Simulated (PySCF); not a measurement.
C₄H₇NSi, SMILES C#CC(=C)[SiH2]N. Geometry optimised at PBE-D3(BJ)/def2-SVP. This is a generated structure with no PubChem entry under its InChIKey; it may be hypothetical. Other conformers were not sampled.

Problem. Give the equilibrium geometry at PBE-D3(BJ)/def2-SVP (PySCF confirms it by a frequency run) as bond lengths and angles. (Estimate from the structure and the level; the computed values follow.)

Solution. One answer among several that fit: 
Atoms: C1 C2 C3 C4 Si5 N6 H7 H8 H9 H10 H11 H12 H13. Bonded distances (Å): C1–C2 1.229, C1–H7 1.081, C2–C3 1.424, C3–C4 1.360, C3–Si5 1.910, C4–H8 1.103, C4–H9 1.102, Si5–N6 1.744, Si5–H10 1.503, Si5–H11 1.505, N6–H12 1.024, N6–H13 1.024. Bond angles (°): C2–C1–H7 178.0, C1–C2–C3 174.8, C2–C3–C4 123.3, C2–C3–Si5 115.7, C4–C3–Si5 121.0, C3–C4–H8 122.0, C3–C4–H9 120.7, H8–C4–H9 117.3, C3–Si5–N6 116.1, C3–Si5–H10 108.0, C3–Si5–H11 105.9, N6–Si5–H10 106.5, N6–Si5–H11 108.7, H10–Si5–H11 111.8, Si5–N6–H12 116.9, Si5–N6–H13 117.7, H12–N6–H13 109.3.
Charge 0, spin multiplicity 1.
